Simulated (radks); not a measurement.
Valence configurations of Zn IV (all share [Ar]). Calculated with a radial shooting solver on a logarithmic mesh with Libxc functionals: scalar-relativistic Kohn-Sham, SCAN, spin-polarised, spherical densities, finite nucleus; open shells are filled with parallel spins first; meta-GGA in the generalised Kohn-Sham scheme; Fermi nuclear charge, rms radius 3.9283 fm. Energies are relative to 3d9; eigenvalues in eV for spin up.

| valence | E (eV) | moment (Bohr magnetons) | e(3d) | e(4p) | e(4s) |
|---|---|---|---|---|---|
| 3d9 | 0.000 | 1 | -51.737 | - | - |
| 3d8 4p1 | 26.348 | 3 | -62.532 | -30.394 | - |
| 3d7 4p2 | 57.499 | 5 | -73.776 | -33.800 | - |
| 3d7 4s1 4p1 | 46.838 | 5 | -72.483 | -33.304 | -44.084 |
| 3d8.5 4s0.5 | 7.949 | 2 | -56.409 | - | -37.469 |

NIST lists [Ar] 3d9 as the ground configuration; this level of theory agrees among the configurations tried. The energies are those of spherical high-spin densities, not of single terms. No valid solution was reached for [Ar] 3d8 4s1; [Ar] 3d7 4s2.
